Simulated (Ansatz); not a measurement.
Mulliken charges of `CBC=[Se]` from ωB97M-V/def2-TZVPP in Ansatz (PBE0-D4/def2-TZVP geometry).

```json
{"atom": "C1", "x (Å)": "-0.113", "y (Å)": "0.296", "z (Å)": "-1.188", "charge (e)": "-0.331"}
{"atom": "B2", "x (Å)": "0.540", "y (Å)": "0.075", "z (Å)": "0.218", "charge (e)": "-0.083"}
{"atom": "C3", "x (Å)": "-0.128", "y (Å)": "-0.723", "z (Å)": "1.338", "charge (e)": "-0.118"}
{"atom": "Se4", "x (Å)": "-0.978", "y (Å)": "0.555", "z (Å)": "2.208", "charge (e)": "-0.023"}
{"atom": "H5", "x (Å)": "0.435", "y (Å)": "-0.335", "z (Å)": "-1.901", "charge (e)": "0.110"}
{"atom": "H6", "x (Å)": "0.016", "y (Å)": "1.324", "z (Å)": "-1.537", "charge (e)": "0.122"}
{"atom": "H7", "x (Å)": "-1.169", "y (Å)": "0.026", "z (Å)": "-1.243", "charge (e)": "0.097"}
{"atom": "H8", "x (Å)": "1.641", "y (Å)": "0.500", "z (Å)": "0.444", "charge (e)": "0.085"}
{"atom": "H9", "x (Å)": "-0.155", "y (Å)": "-1.765", "z (Å)": "1.643", "charge (e)": "0.142"}
```

Task: By hand: the dipole of these point charges (1 e Å = 4.8032 D).

Result: Σ q r = (0.084, -0.113, -0.080) e Å, of length 0.162 e Å = 0.78 D.

Task: How does the dipole of the full density compare? (Estimate.)

Result: Computed: (0.041, -0.262, -0.135) e Å, 1.43 D; the point charges give 0.55 times that, at 25° from its direction.

Point charges leave out the atoms' own dipoles, such as those of lone pairs, and Mulliken's split depends on the basis, so the two needn't agree.
